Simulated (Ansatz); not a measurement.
# Relative stability

Two relaxed structures of LiInH₂, singlet (PBE0-D4/def2-TZVP; forces vanish, vibrations not checked).

A:

```xyz
4
angstrom
Li -2.4249 0.6929 -1.5714
In -0.3041 0.2786 -0.1868
H -1.4607 1.8818 -0.8113
H 0.8982 1.2353 0.7112
```

B:

Li1  (-1.966, 1.021, -1.238)
In2  (0.104, -0.053, 0.065)
H3  (0.504, -1.773, 0.201)
H4  (1.359, 0.805, 0.973)
(Å)

Ansatz 0.2.0; basis: def2-TZVPP; cores frozen in the correlated methods. Filled d shells of the heavier atoms are correlated. Core potentials replace the inner electrons of the atoms past krypton. The outer core shell of Li, Na, Mg and K is correlated. The def2 sets are not built for correlating such inner shells, so the correlated values are less sure here. B3LYP uses VWN-RPA correlation.

Problem. Which structure is lower at CCSD(T), and by how much? (An estimate is asked for; the value comes from the calculation.)

Solution. The calculation gives: A, by 0.077 eV (electronic energy, against the other). By their contacts, A is LiInH₂ ([H]1[Li][InH]1) and B is LiInH₂ ([Li][InH2]).

Problem. Do the other methods give the same order? (A judgement: the text doesn't fix the answer.)

Solution. Computed: Not all: HF gives the other order.

```csv
method,E(B) − E(A) (eV)
PBE-D4,0.181
r2SCAN-D4,0.138
PBE0-D4,0.112
B3LYP-D4,0.199
wB97M-V,0.062
HF,-0.021
MP2,0.082
CCSD,0.070
CCSD(T),0.077
```

T1 diagnostic: at most 0.018. The restricted Hartree–Fock reference is unstable towards an unrestricted one at one or more of these structures.

Labels in which every atom is bracketed show which atoms are joined, not bond orders.

For scale, one of the runs: CCSD(T)/def2-TZVPP, 97 basis functions, launched by `ansatz run in.yaml --threads 2 --pin off --events-out ev --progress --plain --max-ram 4352MiB`. Hardware: 2 CPU threads of an Arm Neoverse V2, shared host. Wall time about 4 s.
